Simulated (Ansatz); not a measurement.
The same path of F$_{4}$H$_{2}$OTi (8 atoms, charge 0, multiplicity 1) was run 3 times with different band settings. Lost on the way: F7–H8. Made: O2–H8.

Computed with Ansatz, RKS revPBE-D4/def2-SVP.

Relaxed end points:

```xyz
8
Properties=species:S:1:pos:R:3
Ti -0.024 -0.091 0.044
O -0.155 -0.191 1.886
H -0.676 0.391 2.468
F 1.548 0.364 -0.589
F -1.025 1.314 -0.258
F -0.819 -1.375 -0.849
F 1.238 -1.949 1.018
H 0.845 -1.539 1.796
```

```xyz
8
Properties=species:S:1:pos:R:3
Ti 0.072 -0.513 -0.167
O 0.516 0.057 2.091
H -0.313 0.458 2.417
F 1.517 0.433 -0.481
F -1.382 0.398 0.295
F -0.380 -1.011 -1.789
F 0.326 -2.102 0.588
H 0.578 -0.797 2.563
```

Common settings: optimiser quadratic models (default); start path through a guess of the saddle point; force threshold 0.03 eV/Å; iteration limit 60; end points relaxed.

| run | movable images | climbing image | spring |
| --- | --- | --- | --- |
| 1 | 5 | yes | 5.0 eV/Å² |
| 2 | 5 | yes | 0.5 eV/Å² |
| 3 | 6 | no | 5.0 eV/Å² |

Question: What does each run give, and how far can it be trusted?

Answer: Run 1: converged after 16 iterations, highest image 0.134 eV above the first end. A vibrational analysis at the climbing image gives one clearly imaginary mode, 482i cm⁻¹: a first-order saddle point.
Run 2: converged after 14 iterations, highest image 0.134 eV above the first end. Another band between the same ends (5 images) ends at a top of the same energy, where a vibrational analysis finds 1 clearly imaginary mode.
Run 3: converged after 15 iterations, highest image 0.056 eV above the first end. No image climbed, so the highest image needn't sit at the top of the path.
The orbitals stay closed-shell, which can raise the energy where a bond breaks towards radicals; this wasn't checked here.
